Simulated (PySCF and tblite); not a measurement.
Values are calculated unless marked as measured or tabulated.
2 diastereomers of C3H15FGeO2Si3, numbered alike:

```tsv
isomer	SMILES	descriptors (one enantiomer)
A	[CH3:1][Si@@H:2]([Si@H:3]([F:4])[GeH2:5][OH:6])[Si:7]([CH3:8])([CH3:9])[OH:10]	2R, 3S
B	[CH3:1][Si@H:2]([Si@H:3]([F:4])[GeH2:5][OH:6])[Si:7]([CH3:8])([CH3:9])[OH:10]	2S, 3S
```

Protocol: conformer search, at most 6 conformers an isomer, GFN2-xTB geometries, energies PBE0/6-31G* (D3(BJ) added where defined), weights at 298.15 K with GFN2-xTB thermal terms. Programs: PySCF with density fitting and tblite.

**Question.** Rank the isomers by free energy at 298.15 K.

**Answer.** 
```json
{"isomer": "B", "ΔG (kcal/mol)": "0.0", "ΔE, lowest conformer": "0.0", "conformers": "6", "largest weight %": "97", "rms dipole (D)": "1.01"}
{"isomer": "A", "ΔG (kcal/mol)": "6.4", "ΔE, lowest conformer": "6.0", "conformers": "6", "largest weight %": "92", "rms dipole (D)": "4.03"}
```

ΔG is for one enantiomer.

The conformer set may be incomplete (the search or the number kept was capped). At least one structure keeps an imaginary mode at the tight-binding level.
